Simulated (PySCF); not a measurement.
Isomers of C9H12O2, from PySCF 2.14.0, PBE0-D3(BJ)/def2-SVP geometry optimisation, gas phase. One conformer each, no zero-point energy, no frequencies.

Question: Which is lowest in electronic energy at this level?
A. `[CH3:1][CH2:2][c:3]1[cH:4][cH:5][c:6]([OH:7])[c:8]([O:9][CH3:10])[cH:11]1` with C1–C2–C3–C4 90°, C5–C6–O7–H 180°, C6–C8–O9–C10 180°: A = 1671, B = 794.6, C = 568.1 MHz, dipole 2.78 D
B. `[CH3:1][CH2:2][O:3][c:4]1[cH:5][cH:6][cH:7][cH:8][c:9]1[O:10][CH3:11]` with C1–C2–O3–C4 80°, C2–O3–C4–C5 2°, C8–C9–O10–C11 -1° (1-ethoxy-2-methoxybenzene): A = 1516, B = 905.1, C = 598.3 MHz, dipole 0.25 D
C. `[CH3:1][CH2:2][O:3][c:4]1[cH:5][cH:6][c:7]([O:8][CH3:9])[cH:10][cH:11]1` with C1–C2–O3–C4 78°, C2–O3–C4–C5 -176°, C6–C7–O8–C9 1° (p-ethoxyanisole): A = 3478, B = 525.5, C = 478.9 MHz, dipole 0.29 D

Answer: A. That is ethylguaiacol, `CCC1=CC(OC)=C(O)C=C1`, 12.9 kcal/mol below the next.

| SMILES | mapped SMILES | E (Eh) | relative (kcal/mol) | relative (kJ/mol) | dipole (D) |
| --- | --- | --- | --- | --- | --- |
| CCc1ccc(O)c(OC)c1 | [CH3:1][CH2:2][c:3]1[cH:4][cH:5][c:6]([OH:7])[c:8]([O:9][CH3:10])[cH:11]1 | -499.70856 | 0.0 | 0.0 | 2.78 |
| CCOc1ccc(OC)cc1 | [CH3:1][CH2:2][O:3][c:4]1[cH:5][cH:6][c:7]([O:8][CH3:9])[cH:10][cH:11]1 | -499.68805 | 12.9 | 53.9 | 0.29 |
| CCOc1ccccc1OC | [CH3:1][CH2:2][O:3][c:4]1[cH:5][cH:6][cH:7][cH:8][c:9]1[O:10][CH3:11] | -499.68526 | 14.6 | 61.2 | 0.25 |

As drawn, the lowest has an O–H bond, which the highest lacks.
